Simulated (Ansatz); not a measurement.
K2F2, relaxed as a singlet with RKS PBE0-D4/def2-TZVP in Ansatz, starting from the GFN2-xTB geometry. Force threshold 0.02 eV/Å.

The structure comes from a short search, and lower isomers may exist.

Start:

Cartesian coordinates in Å:
```
K -2.2664 0.5543 -2.2521
K 1.9747 0.2593 2.1217
F 0.5300 1.2109 -0.6350
F -0.2383 -2.0244 0.7654
```

(1) Estimate the energy that the relaxation releases and the steps that it takes.

(2) Does the start keep its bonding?

(3) Predict the relaxed structure.

Answers

(1) 94.1 kcal/mol, in 11 steps; 11 s on 4 threads of Arm Neoverse V2 on a shared host. No frequencies were taken in this run, so the end may be a saddle point.

(2) Bonds formed: K1–F4, K2–F4 (atoms count from 1). Metal–metal contacts that move far: K1–K2 6.10 to 3.48 Å. The end is the same structure that another start reached, the lowest one found.

(3) 
| atom | x (Å) | y (Å) | z (Å) |
| --- | --- | --- | --- |
| K1 | -1.261 | -0.040 | -1.200 |
| K2 | 1.258 | 0.041 | 1.203 |
| F3 | 0.451 | 1.468 | -0.522 |
| F4 | -0.449 | -1.469 | 0.519 |
Bond lengths (bridged metal pairs left out): 4 × F–K 2.38 Å.
